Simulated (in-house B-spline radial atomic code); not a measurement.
Settings and results of a run for Sr+ (an excited or competing configuration). Level of theory: scalar-relativistic (X2C) RPBE, spin-polarised, spherical fractional occupations, Fermi nucleus of rms radius 4.224 fm; calculated with an all-electron radial atomic-structure program (B-spline basis).

Command:
```bash
python run_scf.py task.json out
```
Settings (nuclear radius in fm, mass in u):
```
Z                38
configuration    [Kr] 5p1
hamiltonian      x2c
method           rpbe,pbe
spin_polarised   True
nucleus          fermi
rms_radius       4.224
atomic_mass      87.90561
speed_of_light   137.035999084
```

Output (hartree, bohr):
```
 radial grid: 82 intervals, B-splines of order 8, outer radius 60 bohr

 iter        energy (Eh)    residual
    1       -3177.486266    4.16e-01
    2       -3178.232336    1.52e-01
    3       -3178.851893    1.88e-02
    4       -3178.861854    5.53e-03
    5       -3178.862865    1.58e-03
    6       -3178.862975    4.56e-04
    7       -3178.862984    1.84e-04
    8       -3178.862985    8.99e-05
    9       -3178.862985    1.09e-05
   10       -3178.862985    1.89e-06
   11       -3178.862985    7.18e-08

 total energy                     -3178.86298
 kinetic                            3274.3488
 electron-nucleus                  -7661.0457
 Hartree                            1313.4352
 exchange-correlation               -105.6014

 orbital      occ     eigenvalue          <r>       <r^2>       <1/r>       r_max
 1s up      1.000      -585.2446    0.0387055  0.00203049      40.069       0.025
 1s down    1.000      -585.2443    0.0387055  0.00203049      40.069       0.025
 2s up      1.000       -79.5022      0.17211   0.0349879     8.89145      0.1451
 2s down    1.000       -79.5020      0.17211   0.0349879     8.89144      0.1451
 2p up      3.000       -70.6699     0.150217   0.0276115     8.51582      0.1159
 2p down    3.000       -70.6696     0.150217   0.0276115      8.5158      0.1159
 3s up      1.000       -12.5405       0.4918    0.277769     2.95338       0.436
 3s down    1.000       -12.5402     0.491795     0.27776     2.95337       0.436
 3p up      3.000        -9.6889     0.498285    0.289962     2.76886      0.4309
 3p down    3.000        -9.6885     0.498275    0.289946     2.76888      0.4309
 3d up      5.000        -4.9819     0.498195    0.302619     2.50776      0.3768
 3d down    5.000        -4.9814      0.49816    0.302565     2.50786      0.3768
 4s up      1.000        -1.7802      1.35497     2.08437    0.994786       1.193
 4s down    1.000        -1.7776      1.35474     2.08373    0.994961       1.193
 4p up      3.000        -1.1140      1.55415     2.77579    0.852979       1.328
 4p down    3.000        -1.1112      1.55441     2.77746    0.853013       1.328
 5p up      1.000        -0.2319      4.84019     26.2076    0.257357       4.388
```

Time taken, with all properties: 0.21 s on 1 thread of Arm Neoverse V1, with other jobs on the host.

One-electron X2C: radii and densities carry no picture-change correction, so inner-shell <1/r> comes out high (for 1s by about 2 % at Z = 33, 5 % at 54, 10 % at 75, 30 % at 118) and <r> low.
